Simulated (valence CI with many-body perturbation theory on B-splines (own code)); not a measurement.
Rh XL: one-electron terms

Computed by relativistic CI+MBPT: four valence electrons over a frozen Dirac-Fock core [He], radial functions for each j: 11 s, 11 p, 10 d, 8 f, 5 g, 2 h, with the one-electron correlation potential Σ1, the two-electron term Σ2, the three-electron term Σ3, Breit, model QED; selected CI, second order for the rest, scaled by the run's own slope (own B-spline code, finite nucleus).

No measured spectrum was set against this ion. As an estimate, large intervals hold to a few tenths of a per cent, small ones and those within an open d or f shell to about a per cent. Among the levels kept, up to 980 cm⁻¹ of a level comes from second order outside the variational space, and about a tenth of that is noise between levels of different J, which matters for small intervals.

These are the spectroscopic orbitals of the CI (the correlating ones are not listed), shaped by the core and the other valence electrons. h is the expectation value of the core's Dirac-Fock operator, without the valence repulsion; Σ1 is computed up to l = 3 at one energy for each symmetry, that of its lowest orbital but kept below the first core excitation, so for empty shells it is not the orbital's own correlation shift; Breit and QED include the response of the core.

```tsv
Orbital	h (hartree)	Σ1 (cm⁻¹)	Breit (cm⁻¹)	QED (cm⁻¹)	⟨r⟩ (bohr)
2s1/2	-243.52	-1300	24208	24921	0.1346
3s1/2	-106.65	-312	6699	7130	0.3123
4s1/2	-59.435	-121	2676	2905	0.5664
5s1/2	-37.814	-59.4	1339	1461	0.8950
6s1/2	-26.151	-33.7	764	836	1.299
7s1/2	-19.155	-20.9	477	523	1.776
2p1/2	-240.01	-3138	47971	-714	0.1133
3p1/2	-105.63	-687	12907	-243	0.2935
4p1/2	-59.015	-262	5184	-102	0.5496
5p1/2	-37.6	-128	2594	-52.2	0.8804
6p1/2	-26.028	-72.4	1481	-30.1	1.286
7p1/2	-19.077	-44.9	925	-18.9	1.766
2p3/2	-233.66	-2622	19436	1851	0.1176
3p3/2	-103.76	-575	5197	480	0.2995
4p3/2	-58.226	-219	2247	193	0.5575
5p3/2	-37.197	-107	1127	96.6	0.8903
6p3/2	-25.796	-60.7	644	55.2	1.298
7p3/2	-18.932	-37.7	403	34.5	1.780
3d3/2	-103.31	-261	446	-87.4	0.2549
4d3/2	-58.036	-111	243	-30.6	0.5148
5d3/2	-37.1	-56.9	128	-14.4	0.8494
6d3/2	-25.739	-32.9	77.5	-8.0	1.259
7d3/2	-18.896	-20.8	50.1	-4.9	1.742
3d5/2	-102.74	-245	145	173	0.2570
4d5/2	-57.795	-104	78.2	78.2	0.5173
5d5/2	-36.977	-53.2	39.4	41.0	0.8525
6d5/2	-25.668	-30.8	23.8	24.0	1.262
7d5/2	-18.851	-19.4	15.4	15.2	1.747
4f5/2	-57.722	-21.6	2.5	-28.0	0.4467
5f5/2	-36.943	-12.2	2.0	-14.0	0.7826
6f5/2	-25.649	-7.4	1.4	-7.9	1.194
7f5/2	-18.84	-4.8	1.0	-5.0	1.679
4f7/2	-57.606	-21.0	0.7	23.9	0.4480
5f7/2	-36.883	-11.8	0.6	12.7	0.7842
6f7/2	-25.615	-7.2	0.4	7.5	1.195
7f7/2	-18.818	-4.6	0.3	4.8	1.681
5g7/2	-36.872		0.0	-8.7	0.6854
6g7/2	-25.608		0.0	-5.0	1.097
7g7/2	-18.813		0.0	-3.2	1.583
5g9/2	-36.836		0.0	7.0	0.6864
6g9/2	-25.587		0.0	4.1	1.098
7g9/2	-18.8		0.0	2.6	1.584
6h9/2	-25.586				0.9731
6h11/2	-25.573				0.9739
```

Among the shells of the start configuration 2s2 2p2, Σ1 is largest in size for 2p1/2, where it is 0.0060 % of h.

Lowest root of each symmetry, sizes in configuration state functions:

```tsv
J	Parity	Roots	Reference	Variational	Second order	Change by selected CI (cm⁻¹)	Change by second order (cm⁻¹)
0	even	18	53	28308	75973	-17393	-1
1	even	33	124	31976	211964	-15781	-263
2	even	36	150	31978	369200	-17303	-424
3	even	21	123	32309	372951	-18958	-636
4	even	9	83	35738	274395	-14212	-137
5	even	3	46	43439	154790	-18449	-22
0	odd	14	49	28588	48681	-21086	-1
1	odd	33	127	31998	235066	-22126	-179
2	odd	33	147	31967	360744	-15569	-294
3	odd	19	122	31985	361326	-18246	-481
4	odd	8	82	34872	216824	-20847	-253
5	odd	2	45	36560	147063	-26692	-36
```
